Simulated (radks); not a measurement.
Spherical quantum dot in the effective-mass picture: electrons in a parabolic well V = omega^2 r^2 / 2 with omega = 1.15, all in effective atomic units (hartree* = m*/eps^2 hartree, bohr* = eps/m* bohr), one dielectric constant everywhere. Method: non-relativistic Kohn-Sham, exchange-only LDA, spin-polarised, spherical densities; computed with a radial shooting solver with Libxc functionals. Levels are named by radial order and angular momentum (1s, 1p, 1d, 2s, ...), and open shells are averaged over m. Results are scaled to m* = 0.18 and eps = 14.4, for which hartree* = 23.62 meV and bohr* = 4.233 nm.

N = 7, configuration 1s2 1p(up 3, down 2). This is the lowest configuration that the search found. Occupied and some empty levels:

level,occupation,eigenvalue (meV),<r> (nm)
1s up,1,134.02,5.478
1s down,1,135.11,5.471
1p up,3,152.19,6.936
1p down,2,153.32,6.950
1d up,0,172.26,8.038
1d down,0,173.31,8.062
2s up,0,175.70,7.236
2s down,0,176.49,7.252
1f up,0,193.74,8.964
1f down,0,194.65,8.990

Energy (meV): total 716.947, kinetic 153.84, external 290.26, Hartree 336.66, exchange-correlation -63.808.

Electron density:

r (nm),n(r) (e/nm^3)
0.969,0.002938
2.01,0.003254
3.05,0.003543
4.09,0.003568
5.13,0.003213
6.17,0.002542
7.21,0.001744
8.25,0.001029
9.29,0.0005209
10.3,0.0002244
11.4,0.00008273
12.4,0.00002589
13.4,6.928e-06
